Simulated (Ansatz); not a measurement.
One change: `C=C=C` becomes `C=C=C[SiH2]C`.

Ansatz, PBE0-D4/def2-TZVP geometries, multiplicity 1. Each molecule was computed in one conformer, which needn't be the lowest.

| property | `C=C=C` |
| --- | --- |
| LUMO energy (ωB97M-V/def2-TZVPP) / eV | 2.43 |
| LUMO energy (PBE0/def2-TZVPP) / eV | 0.32 |
| HOMO energy (PBE/def2-TZVPP) / eV | -6.55 |
| size of the dipole moment (ωB97M-V/def2-TZVPP) / D | 0.00 |
| LUMO energy (B3LYP/def2-TZVPP) / eV | 0.06 |
| LUMO energy (PBE/def2-TZVPP) / eV | -0.70 |

Q: Give the same properties after the change, and the shifts. (Estimate.)

A: Computed: 
```tsv
property	`C=C=C[SiH2]C`	shift
LUMO energy (ωB97M-V/def2-TZVPP) / eV	2.01	-0.42
LUMO energy (PBE0/def2-TZVPP) / eV	-0.06	-0.38
HOMO energy (PBE/def2-TZVPP) / eV	-6.29	0.26
size of the dipole moment (ωB97M-V/def2-TZVPP) / D	0.73	0.73
LUMO energy (B3LYP/def2-TZVPP) / eV	-0.28	-0.34
LUMO energy (PBE/def2-TZVPP) / eV	-1.04	-0.34
```

With PBE0 the HOMO rises by 0.30 eV and the LUMO falls by 0.38 eV, so the gap narrows by about 0.68 eV. PBE moves the HOMO by 0.26 eV and ωB97M-V by 0.35 eV.

B3LYP here is the variant with VWN-RPA as its local correlation; programs differ in this.
